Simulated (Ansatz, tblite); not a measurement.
Forces on AsH2(SiMe3) (C3H11AsSi) at its PBE-D4/def2-SVP geometry. Charge 0, multiplicity 1.

The xTB rows come from tblite.

GFN1-xTB (tblite), largest force 1.39 eV/Å:

```xyz
16
positions Å, forces eV/Å
As   -0.591   -0.642    2.326    0.132   -0.606   -0.632
H    -1.627   -1.643    1.774    0.429    0.345    0.240
H     0.513   -1.720    2.309   -0.465    0.381    0.009
Si   -0.022    0.078    0.105   -0.327   -0.418    1.283
C    -1.451    1.152   -0.522   -0.176    0.227   -0.277
C     1.561    1.112    0.229    0.294    0.221   -0.157
C     0.252   -1.386   -1.064    0.099   -0.181   -0.399
H    -1.224    1.549   -1.534   -0.329   -0.025    0.397
H    -1.632    2.015    0.150   -0.075   -0.299   -0.392
H    -2.393    0.569   -0.591    0.298    0.405   -0.030
H     1.423    1.980    0.905    0.245   -0.303   -0.308
H     2.408    0.510    0.617   -0.239    0.409   -0.171
H     1.851    1.500   -0.770    0.100   -0.026    0.507
H     1.083   -2.030   -0.710   -0.371    0.141   -0.307
H    -0.658   -2.016   -1.137    0.472    0.135   -0.101
H     0.506   -1.030   -2.085   -0.088   -0.405    0.338
```

GFN2-xTB (tblite), largest force 1.00 eV/Å:

```
As 0.083 -0.430 -0.418
H 0.419 0.244 0.177
H -0.431 0.276 -0.045
Si -0.235 -0.285 0.930
C -0.565 0.522 -0.487
C 0.743 0.507 -0.157
C 0.169 -0.575 -0.693
H -0.275 -0.187 0.663
H 0.083 -0.534 -0.441
H 0.575 0.403 0.042
H 0.124 -0.536 -0.428
H -0.518 0.414 -0.239
H -0.079 -0.184 0.717
H -0.532 0.375 -0.260
H 0.596 0.367 0.016
H -0.157 -0.376 0.622
```

BHLYP-D4/def2-TZVP (Ansatz), largest force 0.93 eV/Å:

```
As 0.118 -0.702 -0.595
H 0.271 0.344 0.235
H -0.321 0.369 0.079
Si 0.042 0.149 -0.147
C -0.258 0.202 -0.145
C 0.303 0.197 -0.003
C 0.049 -0.278 -0.203
H -0.173 -0.280 0.724
H 0.132 -0.623 -0.485
H 0.678 0.420 0.051
H 0.099 -0.625 -0.488
H -0.612 0.433 -0.280
H -0.199 -0.273 0.721
H -0.605 0.465 -0.256
H 0.660 0.455 0.053
H -0.184 -0.253 0.737
```
